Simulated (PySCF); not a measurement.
Match the calculated data to a structure.

All candidates are C5H7ClN2Si.

* UV, strongest line: among the 8 lowest singlet transitions: S8 at 6.73 eV (184 nm, f = 0.077) [TDDFT CAM-B3LYP/def2-SVPD]
* Dipole: 3.63 D [CAM-B3LYP/def2-SVPD]
* 13C NMR: chemical shifts (computed TMS as zero) by class: 166.4 (1 C), 156.8 (1 C), 155.6 (1 C), 137.7 (1 C), 18.8 (1 C) ppm [GIAO PBE0/pcSseg-1]
* Rotational structure: rotational constants A, B, C: 1.556, 1.167, 0.675 GHz [GFN2-xTB]
* UV, first state: lowest singlet excitation: 3.69 eV (336 nm, f = 0.004) [TDDFT CAM-B3LYP/def2-SVPD]
* 1H NMR: chemical shifts (computed TMS as zero) by class: 9.31 (1 H), 4.80 (3 H), 2.41 (3 H) ppm [GIAO PBE0/pcSseg-1]
* Triplet: lowest triplet excitation (Tamm–Dancoff): 2.89 eV [TDA CAM-B3LYP/def2-SVPD]

Gas-phase values; electronic properties from PySCF, density fitting. Levels stand in brackets. Geometry: GFN2-xTB; no solvent, vibrations or thermal averaging. Each NMR value is the plain mean over a class of atoms that symmetry, rotation or inversion makes alike.

Question: Which candidate is it?
A. `Cc1cnnc([SiH3])c1Cl`
B. `C=NC[Si@@H](Cl)/C=C/C#N`
C. `C=NC[Si@H](Cl)/C=C\C#N`
D. `C=Cc1cc(Cl)n([SiH3])n1`

Answer: A. It is `Cc1cnnc([SiH3])c1Cl`. Numbering: `[CH3:1][c:2]1[cH:3][n:4][n:5][c:6]([SiH3:7])[c:8]1[Cl:9]`. Its formula, C5H7ClN2Si, gives 4 degrees of unsaturation: 1 ring and 3 π bonds in the structure found (Kekulé form). 5 carbons fall into 5 classes; from least to most shielded: substituted aromatic carbon [C6] (166.4 ppm), aromatic C–Cl carbon [C8] (156.8 ppm), aromatic CH next to a ring nitrogen [C3] (155.6 ppm), substituted aromatic carbon [C2] (137.7 ppm), benzylic-type carbon [C1] (18.8 ppm). Hydrogen classes from least to most shielded: 1 H on an aromatic CH next to a ring nitrogen, C3 (9.31 ppm), 3 H on an SiH3 silicon, Si7 (4.80 ppm), 3 H on a benzylic-type carbon, C1 (2.41 ppm). S1 is mainly HOMO→LUMO (weight 0.93); the largest Löwdin shares of the orbital it empties are 0.40 on a pyridine-type nitrogen, 0.36 on a pyridine-type nitrogen, 0.08 on a substituted aromatic carbon and 0.07 on the aromatic CH next to a ring nitrogen, of the orbital it fills 0.21 on a pyridine-type nitrogen, 0.21 on the aromatic C–Cl carbon, 0.15 on a substituted aromatic carbon and 0.15 on a pyridine-type nitrogen. The optimised geometry has point group Cs and is an asymmetric top.

The others, at the same levels:
- `C=Cc1cc(Cl)n([SiH3])n1` fails: its computed 13C shifts are 160.3 (1 C), 143.5 (1 C), 138.7 (1 C), 121.3 (1 C), 107.8 (1 C) ppm, 1H shifts are 6.98 (1 H), 6.71 (1 H), 5.98 (1 H), 5.67 (1 H), 5.15 (3 H) ppm and lowest singlet excitation is 5.79 eV (214 nm, f = 0.561) (against 3.69 eV).
- `C=NC[Si@@H](Cl)/C=C/C#N` fails: its computed 13C shifts are 158.5 (1 C), 157.7 (1 C), 129.2 (1 C), 122.4 (1 C), 60.7 (1 C) ppm, 1H shifts are 7.74 (1 H), 7.59 (1 H), 7.20 (1 H), 7.15 (1 H), 5.18 (1 H), 4.49 (1 H), 3.64 (1 H) ppm and lowest singlet excitation is 4.93 eV (252 nm, f = 0.002) (against 3.69 eV).
- `C=NC[Si@H](Cl)/C=C\C#N` fails: its computed 13C shifts are 160.1 (1 C), 159.1 (1 C), 125.0 (1 C), 123.8 (1 C), 57.9 (1 C) ppm, 1H shifts are 8.07 (1 H), 7.23 (1 H), 7.07 (1 H), 6.29 (1 H), 5.34 (1 H), 4.45 (1 H), 4.44 (1 H) ppm and lowest singlet excitation is 4.79 eV (259 nm, f = 0.002) (against 3.69 eV).

Each candidate is one conformer, not necessarily the lowest. The conformers computed, where there is a choice (atom-mapped SMILES and torsion angles):
- `[CH2:1]=[CH:2][c:3]1[cH:4][c:5]([Cl:6])[n:7]([SiH3:8])[n:9]1`: C1–C2–C3–C4 1°
- `[CH2:1]=[N:2][CH2:3][Si@@H:4]([Cl:5])/[CH:6]=[CH:7]/[C:8]#[N:9]`: C1–N2–C3–Si4 -110°, N2–C3–Si4–Cl5 -174°, C3–Si4–C6–C7 24°
- `[CH2:1]=[N:2][CH2:3][Si@H:4]([Cl:5])/[CH:6]=[CH:7]\[C:8]#[N:9]`: C1–N2–C3–Si4 -114°, N2–C3–Si4–Cl5 178°, C3–Si4–C6–C7 45°
